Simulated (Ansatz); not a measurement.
Basis-set extrapolation for `ClC1(Cl)O[SiH2]1` (PBE0-D4/def2-TZVP geometry, frozen core, Ansatz 0.2.0). Multiplicity 1, RHF reference.

```json
{"": "HF", "def2-TZVPP": "-1321.871232", "def2-QZVPP": "-1321.911316"}
{"": "MP2 correlation", "def2-TZVPP": "-0.893387", "def2-QZVPP": "-0.971442"}
{"": "CCSD(T) correlation", "def2-TZVPP": "-0.976968", "def2-QZVPP": "not run"}
```

Energies in hartree. Use E(X) = E(∞) + A·exp(−7.88·√X) for Hartree–Fock and E(X) = E(∞) + B·X^(−2.97) for correlation, with X = 3 and 4, and add CCSD(T) minus MP2 of the smaller set to the MP2 limit.

**Question.** What is the CCSD(T) energy at the basis-set limit?

**Answer.** HF limit: -1321.911316 + (-0.040084) × 0.13774 = -1321.91684. MP2 limit: -0.971442 + (-0.078055) × 0.74074 = -1.02926. Higher-order term: -0.976968 − (-0.893387) = -0.08358. Total: -1323.02968 hartree, 4.94 eV below CCSD(T)/def2-TZVPP.
